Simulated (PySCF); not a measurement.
# How the method moves the HOMO and LUMO of `C=CO[SiH2]N`

Compound: C2H7NOSi.
Cartesian coordinates in Å at the PBE0-D3(BJ)/def2-SVP level; atoms count from 1:
```
atom  x, y, z in Å
C1     2.0759    0.8670    0.2680
C2     1.7364   -0.3010    0.8237
O3     0.5295   -0.8905    0.8124
Si4   -0.8605   -0.4046   -0.0208
N5    -1.5786    1.0664    0.4877
H6     3.1041    1.2211    0.3496
H7     1.3654    1.4920   -0.2787
H8     2.4772   -0.8987    1.3683
H9    -0.4984   -0.2618   -1.4587
H10   -1.8001   -1.5176    0.2574
H11   -1.2103    1.9634    0.1952
H12   -2.0425    1.1346    1.3861
```

Basis pcSseg-2 throughout (PySCF), one geometry. One conformer (not necessarily the lowest) at the PBE0-D3(BJ)/def2-SVP geometry, without solvent, vibrations or thermal averaging.

Problem. How do the orbital energies, the gap and the dipole change with the method?

Solution. 
```
   method                    kind  HOMO (eV)  LUMO (eV)  gap (eV)  μ (D)  SCF cycles
     BLYP                     GGA      -5.53      -0.71      4.83   1.42          16
     OPBE                     GGA      -5.61      -0.59      5.02   1.45          16
    B97-D                     GGA      -5.62      -0.63      4.99   1.42          16
      KT3                     GGA      -5.67      -0.82      4.85   1.39          16
      PBE                     GGA      -5.67      -0.77      4.90   1.44          16
      KT2                     GGA      -5.68      -0.81      4.88   1.39          16
     BP86                     GGA      -5.77      -0.78      4.99   1.44          15
      LDA                     LDA      -5.87      -0.98      4.89   1.48          15
    B97-2           global hybrid      -6.58       0.10      6.69   1.41          14
    B3LYP           global hybrid      -6.63      -0.20      6.44   1.41          14
     PBE0           global hybrid      -6.84       0.08      6.93   1.42          14
 mPW1PW91           global hybrid      -6.86       0.09      6.95   1.42          14
BHandHLYP           global hybrid      -7.89       0.76      8.65   1.39          13
CAM-B3LYP  range-separated hybrid      -8.20       0.89      9.09   1.41          13
  wB97X-D  range-separated hybrid      -8.70       1.83     10.53   1.42          14
       HF            Hartree–Fock      -9.44       2.57     12.02   1.35          10
  LC-wPBE  range-separated hybrid      -9.56       2.09     11.65   1.43          14
```

The HOMO spans 4.03 eV, from BLYP down to LC-wPBE, and the gap runs from 4.83 eV (BLYP) to 12.02 eV (HF). Over the methods BLYP (0 %), OPBE (0 %), B97-D (0 %), KT3 (0 %), PBE (0 %), KT2 (0 %), BP86 (0 %), LDA (0 %), B97-2 (21 %), B3LYP (20 %), PBE0 (25 %), mPW1PW91 (25 %), BHandHLYP (50 %), HF (100 %), a straight line through the gap against the share of exact exchange rises by 0.72 eV for each 10 % (correlation coefficient 0.998). The dipole ranges from 1.35 D (HF) to 1.48 D (LDA). This basis has no diffuse functions.

The vertical ΔSCF ionisation energy at CAM-B3LYP/def2-SVPD is 9.12 eV; −ε(HOMO) comes closest to it with HF (9.44 eV).
